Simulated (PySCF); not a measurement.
C3H8NO (SMILES C[NH+](C)C=O), charge +1, singlet, at a GFN2-xTB geometry. Base run: HF/6-31G (PySCF).

The PySCF input:
```python
from pyscf import gto, scf, solvent

mol = gto.Mole()
mol.atom = '''
    C    -0.46076594    1.58970404   -0.28731487
    N    -0.24561673    0.31436950    0.43040290
    C    -1.30060950   -0.67551899    0.13688629
    C     1.13359149   -0.22755127    0.08322980
    O     1.25932452   -1.28631403   -0.39214914
    H    -0.44241684    1.41072677   -1.36165242
    H     0.31300490    2.31265550   -0.03359061
    H    -1.42973558    2.00845871   -0.02018713
    H    -0.24926365    0.51032060    1.44060337
    H    -1.31288209   -0.89058250   -0.93055655
    H    -1.10449526   -1.60331243    0.67207582
    H    -2.27128850   -0.28696994    0.43598164
    H     1.90850166    0.50882628    0.32489120
'''
mol.basis = '6-31g'
mol.charge = 1
mol.verbose = 4
mol.build()

mf = scf.RHF(mol)
mf.kernel()
```

Each row names what was changed in the base input (with any setting that the change needs).

```csv
change,ΔE vs base (kJ/mol),HOMO-LUMO gap (eV)
base,0.00,16.32
model = IEF-PCM; solvent = dimethylsulfoxide,-289.7,16.33
model = IEF-PCM; solvent = methanol,-286.6,16.33
model = IEF-PCM; solvent = 2-propanol,-279.6,16.33
model = COSMO; solvent = tetrahydrofuran,-239.0,16.33
model = IEF-PCM; solvent = tetrahydrofuran,-252.7,16.32
model = IEF-PCM; solvent = tetrahydrofuran; vdw_scale = 1.1,-278.9,16.33
model = IEF-PCM; solvent = chloroform,-228.1,16.32
model = IEF-PCM; solvent = tetrahydrofuran; vdw_scale = 1.4,-215.8,16.32
model = SS(V)PE; solvent = tetrahydrofuran,-237.2,16.32
model = IEF-PCM; solvent = tetrahydrofuran; vdw_scale = 1.0,-314.5,16.35
model = ddCOSMO; solvent = tetrahydrofuran,-230.8,16.34
```

The base is the gas phase, so ΔE is the electrostatic part of solvation at a fixed geometry, without cavity and dispersion terms.
